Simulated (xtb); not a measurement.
C₃H₉B, charge +1, doublet, at a GFN2-xTB geometry (a state made from the parent by changing its charge; the spin is typed, not shown lowest); xtb with GFN1-xTB.

Here is a job for xtb.
```
$ xtb mol.xyz --gfn 1 --chrg 1 --uhf 1 --acc 0.1 --json

# file mol.xyz
13

B     -0.05647573     0.05517160    -0.05364308
C      1.51411882    -0.13791460    -0.22617234
H      2.02755724    -0.85500214     0.40558796
H      1.94104364     0.84853152    -0.03424725
H      1.65529476    -0.43161225    -1.26820282
C     -0.49203480    -0.76952308     1.23631151
H     -1.34235646    -1.37537941     0.91708171
H     -0.79808470    -0.01384345     1.96257438
H      0.23345189    -1.41985028     1.71348884
C     -0.97605379     0.86460885    -0.96549414
H     -1.85392301     1.28359200    -0.46707029
H     -1.36351003     0.23270689    -1.76988686
H     -0.49327601     1.71197205    -1.45898050
```

Q: What does xtb print? Leave out banner, timings and long lists.

A: 
```
   ID    Z sym.   atoms
    1    5 B      1
    2    6 C      2, 6, 10
    3    1 H      3-5, 7-9, 11-13

           -------------------------------------------------
          |                Calculation Setup                |
           -------------------------------------------------

           -------------------------------------------------
          |                 G F N 1 - x T B                 |
           -------------------------------------------------

          ...................................................
          :                      SETUP                      :
          :.................................................:
          :  # basis functions                  34          :
          :  # atomic orbitals                  34          :
          :  # shells                           26          :
          :  # electrons                        23          :
          :  # halogen bonds                     0          :
          :  max. iterations                   250          :
          :  Hamiltonian                  GFN1-xTB          :
          :  restarted?                      false          :
          :  GBSA solvation                  false          :
          :  PC potential                    false          :
          :  electronic temp.          300.0000000     K    :
          :  accuracy                    0.1000000          :
          :  -> integral cutoff          0.3500000E+02      :
          :  -> integral neglect         0.1000000E-08      :
          :  -> SCF convergence          0.1000000E-06 Eh   :
          :  -> wf. convergence          0.2000000E-05 e    :
          :  Broyden damping             0.4000000          :
          :  net charge                          1          :
          :  unpaired electrons                  1          :
          ...................................................

 iter      E             dE          RMSdq      gap      omega  full diag
   1    -12.2296370 -0.122296E+02  0.753E+00    5.49       0.0  T
   2    -12.2737674 -0.441303E-01  0.450E+00    5.02       1.0  T
   3    -12.2719855  0.178185E-02  0.774E-01    4.53       1.0  T
   4    -12.2745686 -0.258313E-02  0.373E-01    4.96       1.0  T
   5    -12.2761486 -0.157996E-02  0.825E-02    4.84       1.0  T
   6    -12.2762086 -0.599708E-04  0.181E-02    4.82       1.5  T
   7    -12.2762119 -0.327794E-05  0.861E-04    4.81      32.2  T
   8    -12.2762118  0.182028E-07  0.121E-03    4.81      22.9  T
   9    -12.2762119 -0.168068E-07  0.463E-04    4.81      59.8  T
  10    -12.2762119 -0.232661E-08  0.227E-05    4.81    1220.1  T
  11    -12.2762119 -0.935785E-11  0.382E-06    4.81    7262.8  T
  12    -12.2762119 -0.193623E-12  0.773E-08    4.81  100000.0  T

   *** convergence criteria satisfied after 12 iterations ***

         :::::::::::::::::::::::::::::::::::::::::::::::::::::
         ::                     SUMMARY                     ::
         :::::::::::::::::::::::::::::::::::::::::::::::::::::
         :: total energy             -12.083600235936 Eh    ::
         :: gradient norm              0.010252822822 Eh/a0 ::
         :: HOMO-LUMO gap              4.811882648073 eV    ::
         ::.................................................::
         :: SCC energy               -12.276211859015 Eh    ::
         :: -> electrostatic           0.107971083106 Eh    ::
         :: repulsion energy           0.196213071283 Eh    ::
         :: dispersion energy         -0.003601448204 Eh    ::
         :: halogen bond corr.         0.000000000000 Eh    ::
         :: add. restraining           0.000000000000 Eh    ::
         :: total charge               1.000000000000 e     ::
         :::::::::::::::::::::::::::::::::::::::::::::::::::::

           -------------------------------------------------
          |                Property Printout                |
           -------------------------------------------------

    * Orbital Energies and Occupations

         #    Occupation            Energy/Eh            Energy/eV
      -------------------------------------------------------------
         1        2.0000           -0.8581378             -23.3511
         2        2.0000           -0.8419616             -22.9109
         3        2.0000           -0.8314749             -22.6256
         4        2.0000           -0.7770134             -21.1436
         5        2.0000           -0.7507251             -20.4283
         6        2.0000           -0.7447289             -20.2651
         7        2.0000           -0.7373659             -20.0647
         8        2.0000           -0.7324807             -19.9318
         9        2.0000           -0.7132456             -19.4084
        10        2.0000           -0.7067690             -19.2322
        11        2.0000           -0.6866252             -18.6840
        12        1.0000           -0.6567041             -17.8698 (HOMO)
        13                         -0.4798706             -13.0579 (LUMO)
        14                         -0.3382305              -9.2037
        15                         -0.3333838              -9.0718
        16                         -0.3224432              -8.7741
        17                         -0.2742814              -7.4636
        18                         -0.2692054              -7.3255
        19                         -0.2657024              -7.2301
        20                         -0.2515943              -6.8462
        21                         -0.2447454              -6.6599
        22                         -0.2325214              -6.3272
        23                         -0.1255690              -3.4169
       ...                                ...                  ...
        34                          0.3119514               8.4886
      -------------------------------------------------------------
                  HL-Gap            0.1768334 Eh            4.8119 eV
             Fermi-level           -0.6199760 Eh          -16.8704 eV

  Mulliken/CM5 charges         n(s)   n(p)   n(d)
     1B     0.33191  0.07278   1.084  1.584  0.000
     2C    -0.08860 -0.17615   1.070  3.018  0.000
     3H     0.09720  0.15281   0.903  0.000  0.000
     4H     0.12246  0.18004   0.878  0.000  0.000
     5H     0.12405  0.18156   0.876  0.000  0.000
     6C    -0.08860 -0.17615   1.070  3.018  0.000
     7H     0.12405  0.18156   0.876  0.000  0.000
     8H     0.12246  0.18004   0.878  0.000  0.000
     9H     0.09720  0.15281   0.903  0.000  0.000
    10C    -0.18735 -0.26313   1.043  3.145  0.000
    11H     0.11517  0.17107   0.885  0.000  0.000
    12H     0.11491  0.17170   0.885  0.000  0.000
    13H     0.11517  0.17107   0.885  0.000  0.000

Wiberg/Mayer (AO) data.
largest (>0.10) Wiberg bond orders for each atom

 ---------------------------------------------------------------------------
     #   Z sym  total        # sym  WBO       # sym  WBO       # sym  WBO
 ---------------------------------------------------------------------------
     1   5 B    3.121 --    10 C    1.135     6 C    0.855     2 C    0.855
     2   6 C    3.883 --     3 H    0.972     4 H    0.922     5 H    0.921
                             1 B    0.855     6 C    0.133
     3   1 H    0.992 --     2 C    0.972
     4   1 H    0.986 --     2 C    0.922
     5   1 H    0.985 --     2 C    0.921
     6   6 C    3.883 --     9 H    0.972     8 H    0.922     7 H    0.921
                             1 B    0.855     2 C    0.133
     7   1 H    0.985 --     6 C    0.921
     8   1 H    0.986 --     6 C    0.922
     9   1 H    0.992 --     6 C    0.972
    10   6 C    3.988 --     1 B    1.135    12 H    0.923    13 H    0.916
                            11 H    0.916
    11   1 H    0.985 --    10 C    0.916
    12   1 H    0.986 --    10 C    0.923
    13   1 H    0.985 --    10 C    0.916
 ---------------------------------------------------------------------------

Topologies differ in total number of bonds
Writing topology from bond orders to xtbtopo.mol

 dipole moment from electron density (au)
     X       Y       Z
   0.0931  -0.0737   0.0959  total (Debye):    0.388

           -------------------------------------------------
          | TOTAL ENERGY              -12.083600235936 Eh   |
          | GRADIENT NORM               0.010252822822 Eh/α |
          | HOMO-LUMO GAP               4.811882648073 eV   |
           -------------------------------------------------

normal termination of xtb
```
